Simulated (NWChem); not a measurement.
System: C$_{2}$H$_{7}$OSb; SMILES [CH3][Sb]([CH3])[OH]

Input file for NWChem:

```
start job
memory heap 200 mb stack 900 mb global 1100 mb
geometry units angstroms noautoz
  Sb     0.101699    -0.005621     0.349836
  C     -0.216003    -1.850879    -0.727618
  H     -0.128253    -1.637744    -1.802755
  H     -1.216777    -2.252373    -0.508382
  H      0.540087    -2.595252    -0.441279
  C     -1.537832     1.007621    -0.626313
  H     -1.323134     1.035661    -1.704436
  H     -1.635138     2.034690    -0.247571
  H     -2.479894     0.467581    -0.448418
  O      1.467888     0.672420    -0.955129
  H      2.230995     1.007198    -0.470993
end
basis spherical
  * library def2-svp
end
ecp
  Sb library def2-ecp
end
dft
  xc xpbe96 cpbe96
  iterations 150
  vectors input atomic output neutral.movecs
end
task dft energy
charge 1
dft
  odft
  mult 2
  vectors input atomic output cation.movecs
end
task dft energy
```

Excerpt of the output:

```
             Northwest Computational Chemistry Package (NWChem) 7.3.0
             --------------------------------------------------------

 C1  symmetry detected

                             Geometry "geometry" -> ""
                             -------------------------

 Output coordinates in angstroms (scale by  1.889725989 to convert to a.u.)

  No.       Tag          Charge          X              Y              Z
 ---- ---------------- ---------- -------------- -------------- --------------
    1 Sb                  51.0000     0.05713786    -0.00055375     0.39799335
    2 C                    6.0000    -0.97949937    -1.56663772    -0.66951917
    3 H                    1.0000    -0.76808763    -1.44638573    -1.74184874
    4 H                    1.0000    -2.06330837    -1.49440783    -0.49358919
    5 H                    1.0000    -0.62684805    -2.55310607    -0.33744911
    6 C                    6.0000    -0.95157169     1.58419339    -0.66909132
    7 H                    1.0000    -0.70477111     1.48285597    -1.73588599
    8 H                    1.0000    -0.61365254     2.56592663    -0.30882032
    9 H                    1.0000    -2.04018339     1.50481910    -0.52982569
   10 O                    8.0000     1.63058953    -0.01429525    -0.84828376
   11 H                    1.0000     2.44453056    -0.02243307    -0.33230892

 Effective nuclear repulsion energy (a.u.)     390.3963247804

 Summary of "ao basis" -> "ao basis" (spherical)
 ------------------------------------------------------------------------------
       Tag                 Description            Shells   Functions and Types
 ---------------- ------------------------------  ------  ---------------------
 Sb                         def2-svp                10       26   4s4p2d
 C                          def2-svp                 6       14   3s2p1d
 H                          def2-svp                 3        5   2s1p
 O                          def2-svp                 6       14   3s2p1d

            General Information
            -------------------
          SCF calculation type: DFT
          Wavefunction type:  closed shell.
          No. of atoms     :    11
          No. of electrons :    50
           Alpha electrons :    25
            Beta electrons :    25
          Charge           :     0
          Spin multiplicity:     1
          Use of symmetry is: off; symmetry adaption is: off
          Maximum number of iterations: 150
          AO basis - number of functions:   103
                     number of shells:    49
          Convergence on energy requested:  1.00D-06
          Convergence on density requested:  1.00D-05
          Convergence on gradient requested:  5.00D-04

              XC Information
              --------------
          PerdewBurkeErnzerhof Exchange Functional  1.000
            Perdew 1991 LDA Correlation Functional  1.000 local
           PerdewBurkeErnz. Correlation Functional  1.000 non-local

             Grid Information
             ----------------
          Grid used for XC integration:  medium
          Radial quadrature: Mura-Knowles
          Angular quadrature: Lebedev.
          Tag              B.-S. Rad. Rad. Pts. Rad. Cut. Ang. Pts.
          ---              ---------- --------- --------- ---------
          Sb                  1.45      123           9.0       590
          C                   0.70       49          11.0       434
          H                   0.35       45          12.0       434
          O                   0.60       49          11.0       434
          Grid pruning is: on
          Number of quadrature shells:   585
          Spatial weights used:  Erf1

      Superposition of Atomic Density Guess
      -------------------------------------

 Sum of atomic energies:        -431.04804234

      Non-variational initial energy
      ------------------------------

 Total energy =    -394.181148
 1-e energy   =   -1045.534000
 2-e energy   =     440.785181
 HOMO         =      -0.257005
 LUMO         =      -0.004379

   convergence    iter        energy       DeltaE   RMS-Dens  Diis-err
 ---------------- ----- ----------------- --------- --------- ---------
 d= 0,ls=0.0,diis     1   -395.4888360402 -6.06D+02  2.77D-02  6.99D-01
 d= 0,ls=0.0,diis     2   -394.8192918711  6.70D-01  2.23D-02  6.40D+00
 d= 0,ls=0.0,diis     3   -395.5646869061 -7.45D-01  4.40D-03  7.51D-02
 d= 0,ls=0.0,diis     4   -395.5662866538 -1.60D-03  2.13D-03  6.13D-02
 d= 0,ls=0.0,diis     5   -395.5751922967 -8.91D-03  3.24D-04  1.68D-03
  Resetting Diis
 d= 0,ls=0.0,diis     6   -395.5754062025 -2.14D-04  8.78D-05  4.84D-05
 d= 0,ls=0.0,diis     7   -395.5754123756 -6.17D-06  6.27D-05  3.84D-06
 d= 0,ls=0.0,diis     8   -395.5754104278  1.95D-06  3.82D-05  2.08D-05
 d= 0,ls=0.0,diis     9   -395.5754128899 -2.46D-06  7.80D-06  6.55D-07
 d= 0,ls=0.0,diis    10   -395.5754129703 -8.04D-08  9.98D-07  1.22D-08

         Total DFT energy =     -395.575412970296
      One electron energy =    -1049.982455438744
           Coulomb energy =      485.057537946416
    Exchange-Corr. energy =      -41.218166156783
 Nuclear repulsion energy =      210.567670678814

 Numeric. integr. density =       50.000049346212

                       DFT Final Molecular Orbital Analysis
                       ------------------------------------

 Vector   23  Occ=2.000000D+00  E=-2.766217D-01
              MO Center= -3.2D-02,  6.1D-04, -3.9D-01, r^2= 3.8D+00
   Bfn.  Coefficient  Atom+Function         Bfn.  Coefficient  Atom+Function
  ----- ------------  ---------------      ----- ------------  ---------------
    12      0.341833   1 Sb py               89      0.288366  10 O  py
    31     -0.237704   2 C  py               60     -0.238246   6 C  py
    92      0.207013  10 O  py               15      0.205370   1 Sb py
    51      0.136888   5 H  s                75     -0.135513   8 H  s
     9     -0.131538   1 Sb py               34     -0.124840   2 C  py

 Vector   24  Occ=2.000000D+00  E=-2.187823D-01
              MO Center=  9.3D-01, -7.1D-03, -7.1D-01, r^2= 2.7D+00
   Bfn.  Coefficient  Atom+Function         Bfn.  Coefficient  Atom+Function
  ----- ------------  ---------------      ----- ------------  ---------------
    89      0.542988  10 O  py               92      0.421557  10 O  py
    12     -0.153745   1 Sb py               60      0.153279   6 C  py
    29      0.150544   2 C  s                31      0.150990   2 C  py
    58     -0.151098   6 C  s                63      0.108444   6 C  py
    34      0.106267   2 C  py               30      0.104964   2 C  px

 Vector   25  Occ=2.000000D+00  E=-2.024711D-01
              MO Center=  1.1D-01, -1.6D-03,  2.5D-01, r^2= 3.6D+00
   Bfn.  Coefficient  Atom+Function         Bfn.  Coefficient  Atom+Function
  ----- ------------  ---------------      ----- ------------  ---------------
     4      0.421681   1 Sb s                13      0.408978   1 Sb pz
    90     -0.263007  10 O  pz                3      0.253551   1 Sb s
    16      0.230460   1 Sb pz               93     -0.206454  10 O  pz
    29     -0.183233   2 C  s                58     -0.183519   6 C  s
    10     -0.154204   1 Sb pz               32     -0.144145   2 C  pz

 Vector   26  Occ=0.000000D+00  E=-3.991483D-02
              MO Center=  2.9D-01, -1.2D-03,  3.7D-01, r^2= 4.0D+00
   Bfn.  Coefficient  Atom+Function         Bfn.  Coefficient  Atom+Function
  ----- ------------  ---------------      ----- ------------  ---------------
    14      0.812015   1 Sb px               87     -0.420202  10 O  s
    11      0.382928   1 Sb px               90     -0.264912  10 O  pz
    93     -0.259386  10 O  pz               29      0.250842   2 C  s
    58      0.246074   6 C  s                 4     -0.191080   1 Sb s
   100      0.191114  11 H  s                13     -0.156461   1 Sb pz

 Vector   27  Occ=0.000000D+00  E=-4.284198D-03
              MO Center=  1.5D-02,  9.0D-04,  3.8D-01, r^2= 4.7D+00
   Bfn.  Coefficient  Atom+Function         Bfn.  Coefficient  Atom+Function
  ----- ------------  ---------------      ----- ------------  ---------------
    15      1.016324   1 Sb py               29      0.840404   2 C  s
    58     -0.842839   6 C  s                12      0.380910   1 Sb py
    42     -0.195159   3 H  s                33      0.190975   2 C  px
    81      0.186446   9 H  s                71      0.184768   7 H  s
    62     -0.183323   6 C  px               47     -0.179055   4 H  s

 Vector   28  Occ=0.000000D+00  E= 3.809862D-02
              MO Center= -7.9D-01, -1.8D-03, -6.4D-01, r^2= 8.0D+00
   Bfn.  Coefficient  Atom+Function         Bfn.  Coefficient  Atom+Function
  ----- ------------  ---------------      ----- ------------  ---------------
    29      1.618319   2 C  s                58      1.610883   6 C  s
    47     -0.770501   4 H  s                81     -0.765055   9 H  s
    52     -0.634896   5 H  s                76     -0.632408   8 H  s
    42     -0.503669   3 H  s                71     -0.501622   7 H  s
   100     -0.476961  11 H  s                 4     -0.469968   1 Sb s

     Multipole analysis of the density
     ---------------------------------

     L   x y z        total         alpha         beta         nuclear
     -   - - -        -----         -----         ----         -------
     0   0 0 0     -0.000000    -25.000000    -25.000000     50.000000

     1   1 0 0     -0.141827      1.440735      1.440735     -3.023297
     1   0 1 0      0.000887     -0.014206     -0.014206      0.029300
     1   0 0 1      0.433534     10.746145     10.746145    -21.058755

[...]
```

Level: PBE/def2-SVP with def2 effective core potentials on Sb, vertical spin-unrestricted ions. All runs use the structure optimised with PBE0/def2-SVP. No frequency run checked for a minimum. def2 effective core potentials on Sb; no spin-orbit coupling.
